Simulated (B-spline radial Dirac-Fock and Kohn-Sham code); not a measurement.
**Binding energies of Tm⁴⁺ at several levels of theory**

System: Tm⁴⁺, configuration [Xe] 4f11.

The density-functional columns are spherical, spin-unpolarised Dirac-Kohn-Sham results without Breit or QED terms: −ε is minus the orbital energy of the initial state and ΔSCF the difference of two total energies. The reference in the last column comes from Dirac-Fock (average of configuration) total-energy differences with a finite nucleus, the Breit interaction including its frequency dependence, and self-energy and vacuum-polarisation corrections. All numbers are from a B-spline atomic structure program, in eV; a selection of levels is shown. For the 1s level of heavy atoms much of the gap between ΔSCF and the reference is the Breit and QED part, -276.6 eV here; for other levels the error of the functional can be larger.

| level | PBE −ε | PBE ΔSCF | LDA −ε | LDA ΔSCF | Dirac-Fock |
| --- | --- | --- | --- | --- | --- |
| 1s | 59257.5 | 59765.0 | 59205.1 | 59711.0 | 59446.6 |
| 2s | 10038.6 | 10131.3 | 10031.3 | 10124.3 | 10183.5 |
| 2p1/2 | 9571.9 | 9690.4 | 9568.7 | 9687.3 | 9678.4 |
| 2p3/2 | 8591.8 | 8696.2 | 8589.7 | 8694.2 | 8709.5 |
| 3s | 2300.7 | 2328.5 | 2298.6 | 2326.6 | 2375.8 |
| 3p1/2 | 2095.0 | 2124.8 | 2094.2 | 2124.1 | 2155.3 |
| 3p3/2 | 1888.1 | 1915.6 | 1887.6 | 1915.2 | 1947.7 |
| 3d3/2 | 1536.9 | 1569.6 | 1537.1 | 1569.8 | 1576.3 |
| 3d5/2 | 1491.7 | 1523.6 | 1491.9 | 1523.8 | 1532.0 |
| 4s | 498.3 | 511.9 | 497.4 | 511.0 | 536.9 |
| 4p1/2 | 415.4 | 429.0 | 415.1 | 428.6 | 447.2 |
| 4p3/2 | 368.4 | 381.6 | 367.9 | 381.1 | 400.3 |
| 4d3/2 | 232.0 | 244.8 | 232.0 | 244.8 | 252.0 |
| 4d5/2 | 223.4 | 236.1 | 223.4 | 236.1 | 243.4 |
| 4f | 56.61 | 68.05 | 56.99 | 68.44 | 64.32 |
| 5s | 101.2 | 109.8 | 101.6 | 110.2 | 112.5 |
| 5p1/2 | 77.36 | 85.43 | 77.72 | 85.81 | 83.73 |
| 5p3/2 | 70.53 | 78.21 | 70.81 | 78.51 | 76.81 |

**Question.** Order the estimates of the K (1s) level by their distance from the Dirac-Fock value, nearest first.
A. PBE −ε
B. LDA −ε
C. PBE ΔSCF
D. LDA ΔSCF

**Answer.** A (189.1 eV), B (241.5 eV), D (264.4 eV), C (318.4 eV).

An eigenvalue near the reference for a deep level is a cancellation of errors: it lacks relaxation, carries self-interaction and omits Breit and QED terms.

Values without a named source are computed, but for edge energies of neutral atoms, which are taken from tables.
